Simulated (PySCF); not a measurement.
This PySCF input asks for the NMR shieldings of SMILES N#C[C@@H]1CO[SiH2]CC[SiH2]1, C₅H₁₁NOSi₂; the geometry comes from GFN2-xTB.

```python
import basis_set_exchange as bse
import numpy as np
from pyscf import gto, dft
from pyscf.prop import nmr

atoms = """
N    -0.071483   -1.489733    2.576448
C    -0.423354   -1.504072    1.486501
C    -0.857532   -1.492733    0.125256
C     0.303225   -1.832862   -0.818855
O     1.143482   -0.766169   -1.110298
Si    1.859335    0.400744   -0.237972
C     0.693732    1.906504   -0.128833
C    -0.651199    1.615573    0.545943
Si   -1.652734    0.224862   -0.270455
H    -1.619464   -2.270251    0.017669
H    -0.113528   -2.173055   -1.774714
H     0.902100   -2.651949   -0.394942
H     2.251736   -0.033342    1.102477
H     2.990487    0.694278   -1.109837
H     0.507062    2.279570   -1.138709
H     1.190186    2.717357    0.406821
H    -0.474554    1.354420    1.592954
H    -1.254756    2.527130    0.553849
H    -1.723611    0.325314   -1.730450
H    -3.004278    0.179092    0.304112
"""
names = dict.fromkeys(["N", "C", "O", "Si", "H"], "pcSseg-1")
basis = {el: gto.basis.parse(bse.get_basis(n, elements=[el], fmt="nwchem")) for el, n in names.items()}
mol = gto.M(atom=atoms, basis=basis, charge=0, verbose=0)
mf = dft.RKS(mol, xc="PBE0")
mf.grids.level = 2
mf.grids.alignment = dft.numint.BLKSIZE   # the property module wants whole blocks of grid points
mf.conv_tol = 1e-9
mf.kernel()

calc = nmr.RKS(mf)   # GIAO
C = mf.mo_coeff
Co = C[:, mf.mo_occ > 0]
resp = mf.gen_response(singlet=True, hermi=2)
def vind(x):   # induced exchange potential for any number of trial vectors
    d = np.einsum("pi,xij,qj->xpq", C, 2 * x.reshape(-1, C.shape[1], Co.shape[1]), Co, optimize=True)
    return np.einsum("xpq,pi,qj->xij", resp(d - d.transpose(0, 2, 1)), C, Co, optimize=True).ravel()
mo1, _ = nmr.rhf.solve_mo1(calc, with_cphf=vind)
sigma = calc.kernel(mo1)
for i, s in enumerate(sigma):   # ppm
    print("%2d %-2s %9.2f" % (i, mol.atom_pure_symbol(i), np.trace(s) / 3))
```

**Question.** What are the results?

**Answer.** 
```
 0 N     -38.90
 1 C      59.54
 2 C     166.26
 3 C     119.62
 4 O     296.58
 5 Si    365.63
 6 C     171.77
 7 C     180.70
 8 Si    383.96
 9 H      29.49
10 H      27.56
11 H      27.12
12 H      26.18
13 H      26.73
14 H      30.69
15 H      30.81
16 H      30.06
17 H      30.29
18 H      27.50
19 H      27.33
```

These numbers come from an equivalent density-fitted implementation of the same equations, which agrees with the script to about 0.01 ppm for H and up to a few tenths of a ppm for heavy atoms, so last digits may differ.

**Question.** Turn these shieldings into chemical shifts. δ = σ(ref) − σ, references computed at the same level: NH3 for ¹⁵N (267.73 ppm); ¹³C (186.93 ppm), ²⁹Si (349.16 ppm), ¹H (31.72 ppm) against TMS; ¹⁷O (336.08 ppm) vs H2O.

**Answer.** Averaging equivalent atoms: N 0: 306.6; C 1: 127.4; C 3: 67.3; C 2: 20.7; C 6: 15.2; C 7: 6.2; O 4: 39.5; Si 5: -16.5; Si 8: -34.8; H 12: 5.54; H 13: 4.98; H 11: 4.60; H 19: 4.39; H 18: 4.22; H 10: 4.16; H 9: 2.22; H 16: 1.66; H 17: 1.43; H 14: 1.03; H 15: 0.91 ppm. Experimental scales use liquid or dissolved standards, which lie at an offset from isolated NH3 (liquid NH3: subtract about 20 ppm) and H2O (liquid H2O: subtract about 36 ppm). Unscaled 15N shifts of sp2 nitrogen come out 20 to 40 ppm too high even then.

Size and cost of the density-fitted run: 222 basis functions, 2.5 min wall time (2.2 min CPU) on 1 thread of an Intel Xeon, shared host; peak memory 1.1 GiB.
